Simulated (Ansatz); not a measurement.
`O[Si](O)(F)F` + NH₃ → `N[Si](O)(F)F` + H₂O  (ligand exchange at the Si–O bond)

Program: Ansatz. Geometries: PBE0-D4/def2-TZVP. ΔE: electronic, gas phase. CBS: MP2 limit from def2 TZ/QZ plus the TZ coupled-cluster correction, frozen cores. This one scheme is used for every species. DFT in def2-TZVPP. Each species was taken in one conformer, which may not be the lowest.

`O[Si](O)(F)F`:

Cartesian coordinates in Å:
```
O -0.193 -0.862 -1.229
Si -0.003 -0.068 0.158
O 0.226 1.483 -0.205
F -1.255 -0.225 1.114
F 1.208 -0.679 0.973
H 0.012 -1.797 -1.259
H 0.006 2.148 0.448
```

NH₃:

```xyz
4

N     0.243    0.024   -0.140
H    -0.431    0.717   -0.439
H    -0.183   -0.884   -0.278
H     0.371    0.143    0.857
```

`N[Si](O)(F)F`:

```xyz
8

N    -0.849   -0.238   -0.810
Si    0.138    0.313    0.441
O     1.649   -0.255    0.328
F     0.321    1.881    0.523
F    -0.581   -0.111    1.787
H    -0.583   -0.122   -1.774
H    -1.849   -0.268   -0.697
H     1.754   -1.199    0.203
```

H₂O:

Z-matrix (Å, degrees):
```
O
H 1 0.960
H 1 0.960 2 105.1
```

Question: Is it downhill or uphill in electronic energy at CCSD(T)/CBS, and by how much? (Estimate.)

Answer: The calculation gave: Uphill: ΔE = +0.41 eV.

Question: What do these levels give: r2SCAN-D4, B97M-V, r2SCANh, CCSD/def2-TZVPP, HF/def2-QZVPP, CCSD/CBS(def2)? (Estimate.)

Answer: The calculation gave: r2SCAN-D4 0.45, B97M-V 0.47, r2SCANh 0.45, CCSD/def2-TZVPP 0.44, HF/def2-QZVPP 0.50, CCSD/CBS(def2) 0.41 eV.

Largest T1 diagnostic among the species: 0.011.

In def2-TZVPP, CCSD(T) changes the Hartree–Fock value by −0.07 eV (the triples alone add −0.01 eV) and MP2 by −0.07 eV. Leaving LDA and LC-ωPBE aside and taking each functional with its dispersion term where it has one, the values, not all of them listed here, spread over 0.10 eV, from revPBE-D4 to B97M-V.
